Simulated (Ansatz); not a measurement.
CH₁₀GeN₂Si (`C[SiH](N)[GeH2][NH2]`). Charge 0, multiplicity 1. All single points use the PBE0-D4/def2-TZVP geometry. It is one conformer, not always the lowest.

```xyz
15

C     2.283    0.220    0.077
Si    0.619    0.183   -0.772
N    -0.225    1.668   -0.553
Ge   -0.920   -1.365    0.202
N    -2.310   -0.278    0.798
H     2.175    0.412    1.146
H     2.804   -0.732   -0.054
H     2.916    1.005   -0.348
H     0.867   -0.191   -2.201
H    -1.233    1.621   -0.499
H     0.086    2.526   -0.980
H    -0.306   -2.231    1.336
H    -1.574   -2.336   -0.800
H    -3.139   -0.796    1.060
H    -2.043    0.297    1.587
```

(1) What is the dipole moment at B3LYP/def2-TZVPP? (An estimate is asked.)

(2) And with PBE, r2SCAN, ωB97M-V? (Estimate.)

(3) Give the Mulliken charges with B3LYP, r2SCAN, ωB97M-V in def2-TZVPP. (An estimate is asked.)

## Answers

(1) Ansatz gave: 0.96 D, with components (0.09, 0.76, 0.57) D in this frame, pointing from negative to positive charge.

(2) The calculation gave: PBE 1.05 D, r2SCAN 1.04 D, ωB97M-V 0.95 D.

(3) The calculation gave: 
```csv
atom,B3LYP,r2SCAN,ωB97M-V
C1,-0.36,-0.28,-0.43
Si2,0.38,0.39,0.36
N3,-0.40,-0.45,-0.37
Ge4,0.20,0.21,0.12
N5,-0.42,-0.46,-0.41
H6,0.10,0.07,0.12
H7,0.10,0.07,0.12
H8,0.09,0.07,0.11
H9,-0.12,-0.13,-0.07
H10,0.14,0.16,0.13
H11,0.12,0.14,0.10
H12,-0.05,-0.05,-0.02
H13,-0.02,-0.02,0.01
H14,0.12,0.14,0.10
H15,0.13,0.14,0.12
```

B3LYP here is the variant with VWN-RPA as its local correlation; programs differ in this.
